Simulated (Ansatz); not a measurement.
```xyz
6

O    -1.279    0.559    1.336
Mo    0.048    0.165    0.402
O     0.727   -1.223    1.034
O    -0.518   -0.142   -1.343
F     1.278    1.537    0.447
H    -0.256   -0.897   -1.877
```

The species carries charge 0 and has multiplicity 1. Mo: def2 effective core potential.

(1) List the PBE0/def2-TZVPP orbital energies in eV (the Gaussian-basis code of Ansatz). (Best estimate.)

Results:

(1) Computed: Occupied: -674.53, -524.30, -524.09, -523.91, -74.82, -47.79, -47.62, -47.36, -32.92, -28.83, -26.56, -26.28, -15.81, -14.24, -13.58, -13.47, -13.01, -12.39, -11.53, -11.49, -11.03, -10.47, -10.19, -9.60. Lowest empty: -2.64, -2.46, -1.29, -0.73, -0.10, 0.09, 0.85, 1.29.
